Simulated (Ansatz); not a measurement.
Be₁₀O₁₀ (started as a model of: (BeO)10 cage of four- and six-membered rings), relaxed as a singlet with RKS PBE-D4/def2-SVP in Ansatz, starting from the GFN2-xTB geometry. Force threshold 0.03 eV/Å.

Start:

```xyz
20

Be    3.033    1.447    0.322
O     2.399    0.789    1.616
Be    1.164    1.657    1.105
O     1.835    2.368   -0.153
Be    1.653    1.133   -1.142
O     2.904    0.249   -0.706
Be    2.200   -0.395    0.570
O     0.901   -1.170    0.469
Be   -0.281   -0.463    1.235
O    -0.247    1.102    1.062
Be   -0.805    1.001   -0.408
O     0.295    0.522   -1.428
Be    0.189   -0.966   -0.922
O    -1.066   -1.764   -1.232
Be   -1.885   -2.112    0.083
O    -1.624   -1.166    1.330
O    -2.246    0.574   -0.623
Be   -2.344   -0.830   -1.356
O    -3.322   -1.585   -0.353
Be   -2.755   -0.390    0.531
```

```json
{"step": "1", "energy (eV)": "-24469.5807", "largest force component (eV/Å)": "1.294", "SCF passes": "21"}
{"step": "2", "energy (eV)": "-24470.0688", "largest force component (eV/Å)": "0.545", "SCF passes": "21"}
{"step": "3", "energy (eV)": "-24470.2407", "largest force component (eV/Å)": "0.470", "SCF passes": "21"}
{"step": "4", "energy (eV)": "-24470.2670", "largest force component (eV/Å)": "0.105", "SCF passes": "21"}
{"step": "5 (rejected)", "energy (eV)": "-24470.2665", "largest force component (eV/Å)": "0.155", "SCF passes": "21"}
{"step": "6", "energy (eV)": "-24470.2681", "largest force component (eV/Å)": "0.004", "SCF passes": "22"}
```

Force components are those of the run's own axes.

End:

```xyz
20

Be    3.0476    1.4542    0.3239
O     2.4220    0.7935    1.6471
Be    1.1567    1.6936    1.1409
O     1.8457    2.4034   -0.1589
Be    1.6638    1.1501   -1.1904
O     2.9375    0.2410   -0.7225
Be    2.2305   -0.4335    0.5863
O     0.9012   -1.2154    0.4794
Be   -0.2666   -0.4797    1.3247
O    -0.2785    1.1213    1.0887
Be   -0.8274    1.0872   -0.4335
O     0.2786    0.5241   -1.4723
Be    0.2353   -1.0176   -0.9824
O    -1.0683   -1.8131   -1.2756
Be   -1.8785   -2.1538    0.0936
O    -1.6473   -1.1925    1.3857
O    -2.2943    0.6153   -0.6426
Be   -2.3545   -0.8243   -1.3980
O    -3.3232   -1.5857   -0.3532
Be   -2.7802   -0.3680    0.5590
```

By distances, no bond broke or formed. The bond that changes most is Be11–O12, from 1.58 to 1.62 Å (atoms count from 1).

No frequencies were taken in this run, so the end may be a saddle point.

Run time 32 s (4 threads of Arm Neoverse V1 on a shared host).
